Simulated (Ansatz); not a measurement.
`C[Se][SiH2]Cl` + ethane → `CC[Se]C` + `[SiH3]Cl`  (formal exchange of groups at the Se–Si bond)

Gas-phase electronic energies from Ansatz, PBE0-D4/def2-TZVP geometries. CBS: MP2 limit from def2 TZ/QZ plus the TZ coupled-cluster correction, frozen cores. This one scheme is used for every species. Functionals use def2-TZVPP. For Se outer-core shells are correlated without core-valence functions, which leaves a few kJ/mol of doubt a bond. Scalar relativity is left out up to krypton. One conformer a species, not always the lowest.

CCSD(T)/CBS gives +106.2 kJ/mol.

Question: Another level gave +111.9 kJ/mol. Which?
A. RPA@PBE/def2-TZVPP
B. r2SCAN0/def2-TZVPP
C. BLYP/def2-TZVPP
D. SCS-MP2/def2-TZVPP

Answer: B. r2SCAN0 111.9, BLYP 103.5, RPA@PBE/def2-TZVPP 93.1, SCS-MP2/def2-TZVPP 99.4 kJ/mol.

Largest T1 diagnostic among the species: 0.009.

Leaving LDA and LC-ωPBE aside and taking each functional with its dispersion term where it has one, the values, not all of them listed here, spread over 8.2 kJ/mol, from ωB97X-V to r2SCAN0-D4.
